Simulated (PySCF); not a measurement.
Isomers of C5H12O3SSi.

All values: PBE0/pcSseg-1 (PySCF) at GFN2-xTB geometries, gas phase, one conformer each.

Task: Rank by HOMO energy, lowest first.
A. `[CH3:1][S:2][SiH2:3][O:4][C:5]([CH3:6])([CH3:7])[C:8](=[O:9])[OH:10]` with C1–S2–Si3–O4 -54°, S2–Si3–O4–C5 -177°, Si3–O4–C5–C6 119°, O4–C5–C8–O9 -1°, C5–C8–O10–H 180°
B. `[CH3:1][C@@H:2]([C:3](=[O:4])[CH2:5][SiH3:6])[S:7]([CH3:8])(=[O:9])=[O:10]` with C1–C2–C3–O4 -162°, C2–C3–C5–Si6 178°, C1–C2–S7–C8 167°
C. `[CH3:1][S:2](=[O:3])(=[O:4])[CH2:5][O:6][SiH:7]1[CH2:8][CH2:9][CH2:10]1` with C1–S2–C5–O6 67°, S2–C5–O6–Si7 44°, C5–O6–Si7–C8 -105°, O6–Si7–C8–C9 -111°, Si7–C8–C9–C10 18°, C8–C9–C10–Si7 -19°, O6–Si7–C10–C9 138°

Result: B (-7.99 eV), C (-7.17 eV), A (-6.22 eV).

Task: Rank by the lowest IAO charge on any atom, highest value first.
A. `[CH3:1][S:2](=[O:3])(=[O:4])[CH2:5][O:6][SiH:7]1[CH2:8][CH2:9][CH2:10]1` with C1–S2–C5–O6 67°, S2–C5–O6–Si7 44°, C5–O6–Si7–C8 -105°, O6–Si7–C8–C9 -111°, Si7–C8–C9–C10 18°, C8–C9–C10–Si7 -19°, O6–Si7–C10–C9 138°
B. `[CH3:1][S:2][SiH2:3][O:4][C:5]([CH3:6])([CH3:7])[C:8](=[O:9])[OH:10]` with C1–S2–Si3–O4 -54°, S2–Si3–O4–C5 -177°, Si3–O4–C5–C6 119°, O4–C5–C8–O9 -1°, C5–C8–O10–H 180°
C. `[CH3:1][C@@H:2]([C:3](=[O:4])[CH2:5][SiH3:6])[S:7]([CH3:8])(=[O:9])=[O:10]` with C1–C2–C3–O4 -162°, C2–C3–C5–Si6 178°, C1–C2–S7–C8 167°

Result: B (-0.639 e), A (-0.879 e), C (-0.898 e).

Task: Rank by the highest IAO charge on any atom, lowest value first.
A. `[CH3:1][S:2][SiH2:3][O:4][C:5]([CH3:6])([CH3:7])[C:8](=[O:9])[OH:10]` with C1–S2–Si3–O4 -54°, S2–Si3–O4–C5 -177°, Si3–O4–C5–C6 119°, O4–C5–C8–O9 -1°, C5–C8–O10–H 180°
B. `[CH3:1][S:2](=[O:3])(=[O:4])[CH2:5][O:6][SiH:7]1[CH2:8][CH2:9][CH2:10]1` with C1–S2–C5–O6 67°, S2–C5–O6–Si7 44°, C5–O6–Si7–C8 -105°, O6–Si7–C8–C9 -111°, Si7–C8–C9–C10 18°, C8–C9–C10–Si7 -19°, O6–Si7–C10–C9 138°
C. `[CH3:1][C@@H:2]([C:3](=[O:4])[CH2:5][SiH3:6])[S:7]([CH3:8])(=[O:9])=[O:10]` with C1–C2–C3–O4 -162°, C2–C3–C5–Si6 178°, C1–C2–S7–C8 167°
D. `[CH3:1][O:2][C@@H:3]1[C@H:4]([SiH3:5])[C@@H:6]1[S:7]([CH3:8])(=[O:9])=[O:10]` with C1–O2–C3–C4 -87°, C4–C6–S7–C8 -121°

Result: A (+0.921 e), B (+1.958 e), C (+1.976 e), D (+1.997 e).

All values together:

```json
{"SMILES": "C[C@@H](C(=O)C[SiH3])S(C)(=O)=O", "μ (D)": "2.36", "HOMO (eV)": "-7.99", "LUMO (eV)": "-1.48", "lowest IAO charge (e)": "-0.898 (O)", "highest IAO charge (e)": "+1.976 (S)", "lowest Hirshfeld charge (e)": "-0.312 (O)", "highest Hirshfeld charge (e)": "+0.529 (S)"}
{"SMILES": "CO[C@@H]1[C@H]([SiH3])[C@@H]1S(C)(=O)=O", "μ (D)": "5.29", "HOMO (eV)": "-7.87", "LUMO (eV)": "0.65", "lowest IAO charge (e)": "-0.897 (O)", "highest IAO charge (e)": "+1.997 (S)", "lowest Hirshfeld charge (e)": "-0.327 (O)", "highest Hirshfeld charge (e)": "+0.535 (S)"}
{"SMILES": "CS[SiH2]OC(C)(C)C(=O)O", "μ (D)": "5.44", "HOMO (eV)": "-6.22", "LUMO (eV)": "-0.48", "lowest IAO charge (e)": "-0.639 (O)", "highest IAO charge (e)": "+0.921 (Si)", "lowest Hirshfeld charge (e)": "-0.205 (O)", "highest Hirshfeld charge (e)": "+0.321 (Si)"}
{"SMILES": "CS(=O)(=O)CO[SiH]1CCC1", "μ (D)": "3.25", "HOMO (eV)": "-7.17", "LUMO (eV)": "0.67", "lowest IAO charge (e)": "-0.879 (O)", "highest IAO charge (e)": "+1.958 (S)", "lowest Hirshfeld charge (e)": "-0.318 (O)", "highest Hirshfeld charge (e)": "+0.528 (S)"}
```

Conformers: `[CH3:1][C@@H:2]([C:3](=[O:4])[CH2:5][SiH3:6])[S:7]([CH3:8])(=[O:9])=[O:10]` with C1–C2–C3–O4 -162°, C2–C3–C5–Si6 178°, C1–C2–S7–C8 167°; `[CH3:1][O:2][C@@H:3]1[C@H:4]([SiH3:5])[C@@H:6]1[S:7]([CH3:8])(=[O:9])=[O:10]` with C1–O2–C3–C4 -87°, C4–C6–S7–C8 -121°; `[CH3:1][S:2][SiH2:3][O:4][C:5]([CH3:6])([CH3:7])[C:8](=[O:9])[OH:10]` with C1–S2–Si3–O4 -54°, S2–Si3–O4–C5 -177°, Si3–O4–C5–C6 119°, O4–C5–C8–O9 -1°, C5–C8–O10–H 180°; `[CH3:1][S:2](=[O:3])(=[O:4])[CH2:5][O:6][SiH:7]1[CH2:8][CH2:9][CH2:10]1` with C1–S2–C5–O6 67°, S2–C5–O6–Si7 44°, C5–O6–Si7–C8 -105°, O6–Si7–C8–C9 -111°, Si7–C8–C9–C10 18°, C8–C9–C10–Si7 -19°, O6–Si7–C10–C9 138°.
